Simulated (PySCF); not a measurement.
Correlation energy of In(3+) (indium, charge +3)

[Kr] 4d10, closed-shell 1S. Calculation: PySCF 2.14, in aug-cc-pwCVTZ-DK3 with one added diffuse shell each of s, p, d, f type (11s10p8d5f1g, 125 functions); scalar relativity by spin-free X2C-1e. Frozen: [Ar] 3d10; 18 electrons correlated.

MP2 pair energies summed by pair of shells (mhartree):

```csv
pair,energy,share (%)
4d-4d,-336.24,58.6
4p-4d,-140.36,24.5
4p-4p,-43.48,7.6
4s-4d,-31.54,5.5
4s-4p,-18.21,3.2
4s-4s,-3.63,0.6
```

Total MP2 correlation energy: -573.47 mhartree.

Same-spin part -190.75 and opposite-spin part -382.72 mhartree; SCS-MP2 scales them by 1/3 and 6/5 to -522.85 mhartree.
